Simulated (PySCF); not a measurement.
Several species in one continuum solvent.

Computed with PySCF at CAM-B3LYP/def2-SVPD, non-relativistic, each on one gas-phase PBE0-D3(BJ)/def2-SVP geometry that isn't relaxed in the solvent. The solvent is an IEF-PCM continuum (Bondi radii, 1.10 Å for H, scaled by 1.2). The model holds no explicit solvent molecules, cavitation or dispersion.

Question: Order them by E(solvent) − E(gas) in dimethylsulfoxide (ε = 46.83), most negative first (kJ/mol).
A. `c1c2n(cc1C#N)cccc2`
B. `N#Cc1ccn2ccccc12`
C. `[N:1]#[C:2][CH2:3][C:4]1=[CH:5][C@H:6]2[C@@H:7]3[C@H:8]2[C@:9]13[C:10]#[N:11]` with C2–C3–C4–C5 0°

Answer: C (-49.3), B (-40.5), A (-37.7).

```csv
SMILES,charge,ΔE (kJ/mol),polarisation term (kJ/mol),HOMO shift (eV),dipole gas (D),dipole solvent (D),atoms,"lowest singlet, gas (eV)","lowest singlet, solvent (eV)"
N#CCC1=C[C@H]2[C@@H]3[C@H]2[C@]13C#N,0,-49.3,-59.9,+0.45,4.47,5.61,17,5.73,5.68
N#Cc1ccn2ccccc12,0,-40.5,-51.4,+0.14,6.56,9.12,17,4.01,4.12
N#Cc1cc2ccccn2c1,0,-37.7,-46.5,+0.28,6.26,8.32,17,3.98,3.98
```

The polarisation term is half the interaction of the solute with the induced surface charges. Singlets are vertical TDDFT energies (frozen core, non-equilibrium response), the lowest in each medium.
